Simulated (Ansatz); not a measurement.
`FC/C=C/[SiH3]`, relaxed with RKS PBE-D4/def2-SVP in the Gaussian-basis code of Ansatz from a rough embedded geometry. The force threshold is 0.03 eV/Å; the program also tests the step.

Total charge 0; spin multiplicity 1.

Start:

```xyz
12

F    -1.476   -1.275    1.636
C    -0.176   -1.221    1.693
C     0.336   -0.403    0.561
C    -0.362    0.272   -0.337
Si    0.194    1.249   -1.771
H     0.095   -0.779    2.673
H     0.243   -2.214    1.652
H     1.453   -0.244    0.578
H    -1.451    0.079   -0.303
H    -0.359    2.589   -1.648
H     1.692    1.315   -1.710
H    -0.190    0.633   -3.026
```

(1) How much energy does the relaxation release, and in how many steps? (An estimate is asked.)

(2) Which bonds change most? (Best estimate.)

(3) Give the relaxed structure. (Estimate.)

Results:

(1) The calculation gave: 37.14 kJ/mol, in 6 steps.

(2) The calculation gave: F1–C2 from 1.303 to 1.381 Å; Si5–H12 from 1.450 to 1.507 Å; Si5–H10 from 1.455 to 1.507 Å; C4–Si5 from 1.822 to 1.872 Å.

(3) The calculation gave: 
```xyz
12

F    -1.543   -1.323    1.694
C    -0.168   -1.209    1.706
C     0.345   -0.372    0.574
C    -0.437    0.212   -0.357
Si    0.223    1.255   -1.764
H     0.150   -0.766    2.681
H     0.281   -2.231    1.658
H     1.446   -0.260    0.550
H    -1.527    0.051   -0.262
H    -0.334    2.654   -1.711
H     1.724    1.320   -1.671
H    -0.161    0.671   -3.100
```
